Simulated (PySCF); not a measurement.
State search for BiH

Unrestricted PBE0; Bi aug-cc-pVDZ-PP with ECP60, H aug-cc-pVDZ; scalar-relativistic core potentials (PySCF 2.14). Outer shells of the fragments: Bi 5d10 6s2 6p3; H 1s1.

Followed along the bond (rough minima from three points):

```csv
2Ms+1,unpaired,⟨S²⟩ at the start,R at minimum (Å),Te (eV)
3,π ↑↑,2.01,1.81,0.00
1,π ↑↓,1.00,1.80,0.34
1,none,0.00,1.80,1.24
5,"σ ↑↑, π ↑↑",6.00,none in the scan,≤ 4.62
```

Solutions found at the starting distance of 1.780 Å, counted from the lowest of them; the search is not exhaustive and high or unbound solutions are not listed, so other states can lie among these:

```
2Ms+1    unpaired   term  E (eV)  ⟨S²⟩  ⟨Lz²⟩  μ (D)
    3        π ↑↑    ³Σ⁻    0.00  2.01   0.00  -0.64
    1        π ↑↓  mixed    0.34  1.00   2.01  -0.62
    1        none  mixed    1.24  0.00   2.00  -0.61
    3    σ ↑, π ↑     ³Π    3.72  2.01   1.01   0.60
    1    σ ↓, π ↑  mixed    3.91  1.01   1.01   0.60
    3    σ ↑, π ↑     ³Π    4.37  2.00   1.00   0.54
    5  σ ↑↑, π ↑↑    ⁵Σ⁻    5.36  6.00   0.00   1.02
    5  σ ↑, π ↑↑↑     ⁵Π    8.55  6.00   1.00   0.23
```

A term symbol is given only where ⟨S²⟩ and ⟨Lz²⟩ are close to those of a pure state; real π, δ and φ orbitals otherwise mix terms. A positive dipole means Bi(−)H(+).

Spin–orbit coupling is left out, which matters for elements this heavy, above all for dissociation energies. Counting both spins, an empty level lies below a filled one in some of these solutions, because spin and occupation are held.
